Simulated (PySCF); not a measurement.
PySCF 2.14 output of a UHF calculation on a single atom or ion in jorge-DZP-DKH, with scalar relativity by spin-free X2C-1e:

```
SCF conv_tol = 1e-09
number electrons alpha = 14  beta = 14
cycle= 1 E= -1652.79970272141  delta_E= 9.09e-13  |g|= 9.46e-06  |ddm|= 8.72e-06
converged SCF energy = -1652.79970272141  <S^2> = -2.3092639e-14  2S+1 = 1
```

The run itself started from symmetry-adapted Hartree-Fock orbitals and held the occupation by maximum overlap, so the iterations belong to that start.

Question: Which element, charge and spin multiplicity is this?

Answer: Cu⁺ (copper, charge +1), multiplicity 1; the state was [Ar] 3d10, closed-shell 1S.
